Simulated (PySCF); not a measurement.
# Distorted geometries of [Pb(CCH)3]−

[Pb(CCH)3]− (singlet). PySCF 2.14.0, RKS BP86, Pb def2-SVP with ECP60, C def2-SVP, H def2-SVP; non-relativistic Hamiltonian with scalar-relativistic core potentials where named; density fitting; no spin-orbit coupling. Relaxed geometry:

```xyz
10

Pb    0.0000    0.0000    0.6619
C     2.0061    0.0000   -0.5639
C     3.1734    0.0000   -0.9809
H     4.1765    0.0001   -1.3890
C    -1.0031    1.7373   -0.5639
C    -1.5867    2.7482   -0.9809
H    -2.0883    3.6170   -1.3890
C    -1.0030   -1.7373   -0.5639
C    -1.5866   -2.7482   -0.9809
H    -2.0882   -3.6170   -1.3890
```

**Question.** Order these distorted geometries by energy above the relaxed one, lowest first.
A.
```xyz
10

Pb    0.2009   -0.0257    0.6108
C     1.8635    0.1882   -0.4413
C     3.1631    0.0060   -1.0693
H     4.4191   -0.0479   -1.2842
C    -0.7992    1.7137   -0.5298
C    -1.6903    2.5322   -1.0236
H    -2.2112    3.7913   -1.4243
C    -1.1832   -1.8199   -0.6589
C    -1.5205   -2.7215   -1.0590
H    -2.2420   -3.6163   -1.2600
```
B.
```xyz
10

Pb    0.0615   -0.0325    0.6568
C     1.9669   -0.1506   -0.5630
C     3.2174   -0.0176   -0.9802
H     4.2094    0.0586   -1.3654
C    -0.9439    1.6872   -0.5530
C    -1.5943    2.9454   -1.0493
H    -2.1546    3.7042   -1.4163
C    -1.1799   -1.8768   -0.5115
C    -1.5449   -2.7760   -0.8578
H    -2.0376   -3.5419   -1.5000
```
C.
```xyz
10

Pb    0.0035    0.0082    0.6615
C     1.9824    0.0201   -0.5500
C     3.2002   -0.0341   -0.9542
H     4.1734   -0.0163   -1.3698
C    -0.9431    1.7934   -0.5380
C    -1.6116    2.7478   -0.9649
H    -2.1136    3.6228   -1.4512
C    -1.0285   -1.7352   -0.5886
C    -1.5869   -2.7450   -1.0349
H    -2.0758   -3.6616   -1.3494
```

**Answer.** C (0.15 eV), B (5.63 eV), A (7.29 eV).

**Question.** Which forces (eV/Å) act in the one that lies 0.15 eV up?

**Answer.** 
```
Pb  -0.24 -0.11  0.07
C    3.60 -0.23 -1.25
C   -4.36  0.24  1.50
H    0.97 -0.03 -0.38
C   -0.18 -0.03 -0.01
C   -0.36  0.97 -0.60
H    0.48 -0.97  0.59
C    0.20  0.36  0.07
C   -0.15 -0.32  0.11
H    0.03  0.11 -0.09
```
Forces carry noise of the integration grid, about 0.01 to 0.03 eV/Å.
